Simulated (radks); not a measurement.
Question: The mean radii <r> (bohr) of the occupied orbitals of an atom or ion are listed with their occupations. Calculated with a radial shooting solver on a logarithmic mesh with Libxc functionals: Dirac Kohn-Sham, AM05, spin-unpolarised, spherical densities, point nucleus.

| orbital | occ. | <r> |
|---|---|---|
| 1s1/2 | 2 | 0.1584 |
| 2s1/2 | 2 | 0.8666 |
| 2p1/2 | 2 | 0.8820 |
| 2p3/2 | 3 | 0.8840 |

Name the element and its charge. Open shells, if any, fill j = l - 1/2 first.

Answer: Z = 10, neon, charge +1: Ne+ in [He] 2s2 2p5. The 1s radius gives Z: for a bare nucleus <r> = (2 gamma + 1)/(2Z) with gamma = sqrt(1 - (Z/c)^2), 0.1497 bohr for Z = 10, and screening makes it slightly larger (0.1584 here). The occupations add up to 9, and the charge is Z minus that.
